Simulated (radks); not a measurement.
Results of a calculation; reference values are marked as such.
All-electron atom: F2+ in [He] 2s2 2p3 (the NIST ground configuration).

Level of theory: non-relativistic Kohn-Sham, TPSS, spin-polarised, spherical densities, point nucleus; open shells are filled with parallel spins first; meta-GGA in the generalised Kohn-Sham scheme (a radial shooting solver on a logarithmic mesh with Libxc functionals).

Energy parts (eV):
| part | energy |
|---|---|
| total | -2662.237 |
| kinetic | 2657.425 |
| electron-nucleus | -6090.999 |
| Hartree | 1027.727 |
| exchange-correlation | -256.391 |

Orbitals (lengths in bohr, moments of r in powers of bohr; <r^-3> diverges for s and p1/2):
| orbital | occ. | eigenvalue (eV) | <r^-3> |
|---|---|---|---|
| 1s up | 1 | -714.0033 | - |
| 1s down | 1 | -710.8070 | - |
| 2s up | 1 | -71.3479 | - |
| 2s down | 1 | -63.4854 | - |
| 2p up | 3 | -51.9184 | 10.65 |
| 2p down | 0 | -43.5519 | 9.617 |

The highest occupied level is 2p up at -51.918 eV. The density falls to 0.001 e/bohr^3 at r = 2.45 bohr. Spin moment in Bohr magnetons: 3. Virial ratio -V/T = 2.00181. For comparison, the ionisation energy in NIST's Atomic Spectra Database is 62.708 eV (semi-empirical). In exact Kohn-Sham theory the highest level is minus the ionisation energy, but local and semilocal functionals leave it too shallow, through self-interaction and a potential that decays too fast; potentials with the right tail come closer.
